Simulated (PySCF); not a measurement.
Electron correlation in Ar (argon, neutral)

[Ar], closed-shell 1S. All numbers are calculated (PySCF 2.14, the spin-free X2C one-electron Hamiltonian (Gaussian nucleus), in x2c-SVPall). Frozen: [Ne]; 8 electrons correlated.

MP2 pair energies summed by pair of shells (mhartree):

```json
{"pair": "3p-3p", "energy": "-115.24", "share (%)": "81.6"}
{"pair": "3s-3p", "energy": "-19.56", "share (%)": "13.8"}
{"pair": "3s-3s", "energy": "-6.48", "share (%)": "4.6"}
```

Total MP2 correlation energy: -141.27 mhartree.

Same-spin part -38.78 and opposite-spin part -102.49 mhartree; SCS-MP2 scales them by 1/3 and 6/5 to -135.91 mhartree.

```json
{"level": "CCSD", "correlation energy (mhartree)": "-152.58"}
{"level": "(T)", "correlation energy (mhartree)": "-0.71"}
{"level": "CCSD(T)", "correlation energy (mhartree)": "-153.29"}
```

Diagnostics: T1 = 0.0014, D1 = 0.0023, largest double amplitude 0.044.

Task: Is a single reference adequate?

Result: Yes: T1 lies below 0.03 and no double amplitude reaches 0.07.
